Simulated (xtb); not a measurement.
Harmonic IR lines of one isomer of C$_{2}$H$_{5}$NO, unscaled. All values below come from GFN2-xTB (xtb).

wavenumber (cm⁻¹): 483 (m), 514 (w), 554 (m), 839 (m), 894 (w), 995 (w), 1108 (w), 1156 (s), 1306 (m), 1381 (w), 1447 (w), 1762 (vs), 3342 (w)

Question: Say which structure gives these lines.
A) `C/N=C/O`
B) `C=C(N)O`
C) `C=NCO`
D) `[H]/N=C(/C)O`

Answer: D, `[H]/N=C(/C)O`
